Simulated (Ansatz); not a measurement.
Frontier orbitals of GaGeH6NO.

```xyz
10

N    -0.6660   -0.1386   -0.9447
Ge    0.8540   -0.8449   -0.0590
Ga   -1.6896    1.6401    0.1947
O    -0.2486    1.3247    1.3347
H    -1.3618   -0.8630   -1.0959
H    -0.4153    0.1944   -1.8711
H     1.9394    0.2250   -0.0210
H     1.3428   -2.0202   -0.9444
H     0.4179   -1.3973    1.2937
H    -0.1728    1.8797    2.1131
```

Total charge 0; spin multiplicity 1. Correlated methods include outer-core shells of Ga, Ge, which these sets cover unevenly. Scalar relativity is left out up to krypton. The bonds changed during the relaxation, so this is another structure than the one it started from. The structure was optimised at the PBE0-D4/def2-TZVP level. It is one conformer, not always the lowest. Basis def2-TZVPP, Ansatz.

| functional | HOMO (eV) | LUMO (eV) | gap (eV) |
| --- | --- | --- | --- |
| PBE | -4.72 | -1.15 | 3.57 |
| revPBE | -4.65 | -1.06 | 3.59 |
| B97M-V | -4.87 | -1.09 | 3.78 |
| PBE0 | -5.69 | -0.44 | 5.25 |
| r2SCAN0 | -5.85 | -0.37 | 5.48 |
| BHLYP | -6.57 | 0.28 | 6.85 |
| LC-ωPBE | -8.09 | 1.54 | 9.63 |
| ωB97M-V | -7.80 | 1.24 | 9.04 |

A quarter of exact exchange (PBE0) shifts PBE's HOMO by −0.96 eV and its LUMO by +0.71 eV; full exchange at long range (ωB97M-V) shifts them by −3.07 and +2.39 eV. The gap opens from 3.57 to 9.04 eV, since occupied levels lose self-interaction and empty ones feel all the electrons. A positive LUMO is unbound and depends on the basis.

LC-ωPBE has ω = 0.4 bohr⁻¹.
